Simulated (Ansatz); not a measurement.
Z-matrix (Å, degrees):
```
In
Cl 1 2.3156
Cl 1 2.3156 2 120.00
Cl 1 2.3156 2 120.00 3 180.00
```
Charge 0, multiplicity 1.

The numbers are results of Ansatz (a program for electronic structure) with frozen-core CCSD(T)/def2-TZVPP // PBE-D3(BJ)/def2-TZVP, not measurements.

* **HF energy**: -1567.91940 Ha
* **MP2 correlation energy**: -0.82777 Ha

Estimate the CCSD correlation energy, the (T) correction, the total energy and the T1 diagnostic.


* **CCSD correlation energy**: -0.86631 Ha
* **(T) correction**: -0.03480 Ha
* **CCSD(T) total energy**: -1568.82052 Ha
* **T1 diagnostic**: 0.013
